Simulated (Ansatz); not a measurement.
The cluster CdB₉⁺. Charge 1, multiplicity 3. Geometry PBE-D4/def2-SVP, that of the neutral doublet; atoms count from 1.

```xyz
10

Cd   -1.498   -1.484    2.067
B    -0.634   -0.996   -0.023
B     0.021    1.843    0.693
B    -0.072   -0.853   -1.685
B    -1.136    1.403   -0.292
B     1.322    1.039    1.039
B    -1.200    0.178   -1.274
B     1.052   -1.248   -0.642
B     1.728   -0.384    0.484
B     0.417    0.500   -0.368
```

In the def2 sets Cd takes a core potential; there is no spin–orbit coupling. At PBE0-D4/def2-TZVP a singlet of charge 1 lies 2.28 eV below the triplet, each at its own geometry. The structure comes from a short search, and lower isomers may exist.

Q: Estimate the Mulliken populations from the PBE0/def2-TZVP orbitals of Ansatz.

A: 
```
atom  charge (e)  spin (α − β)  d electrons
 Cd1        0.43          0.48         9.97
  B2       -0.17          0.36            –
  B3        0.09          0.31            –
  B4        0.34          0.44            –
  B5        0.05          0.01            –
  B6        0.09          0.33            –
  B7        0.17          0.01            –
  B8        0.16          0.01            –
  B9        0.05          0.01            –
 B10       -0.20          0.04            –
```
Mulliken values depend strongly on the basis.

Q: Where does the spin sit?

A: Summed by element: Cd 0.48, B 1.52, of 2 unpaired in all. Largest on single atoms: Cd1 0.48, B4 0.44, B2 0.36.

Q: And the Mayer bond orders between heavy atoms (over 0.3)?

A: Cd1–B2 0.72 (2.31 Å); B2–B4 0.41 (1.76 Å); B2–B7 0.60 (1.81 Å); B2–B8 0.61 (1.81 Å); B2–B10 0.34 (1.86 Å); B3–B5 1.14 (1.58 Å); B3–B6 1.23 (1.57 Å); B3–B10 0.47 (1.76 Å); B4–B7 0.91 (1.58 Å); B4–B8 0.90 (1.58 Å); B4–B10 0.46 (1.95 Å); B5–B7 1.17 (1.57 Å); B5–B10 0.45 (1.80 Å); B6–B9 1.15 (1.58 Å); B6–B10 0.47 (1.76 Å); B7–B10 0.44 (1.88 Å); B8–B9 1.17 (1.57 Å); B8–B10 0.44 (1.88 Å); B9–B10 0.45 (1.80 Å).
